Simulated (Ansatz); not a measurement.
```yaml
atoms:
  - { symbol: Si, position_ang: [0.0089, -0.0473, -0.1162] }
  - { symbol: H, position_ang: [0.0072, 0.0494, 1.4358] }
```

Basis set: aug-cc-pVDZ (spherical functions). Frozen core: 5 orbitals. Charge 0, multiplicity 2.

Computed with Ansatz (development build ahead of 0.2.0); each method stands on the lowest determinant of its kind that the runs found.

Q: Give the atomization energy at this shape (free ground-state atoms in the same class of orbitals less the molecule, no zero-point energy) of doublet SiH by UHF-MP2, UHF.

A:

```tsv
method	atomization energy
UHF-MP2	2.75 eV
UHF	2.17 eV
```
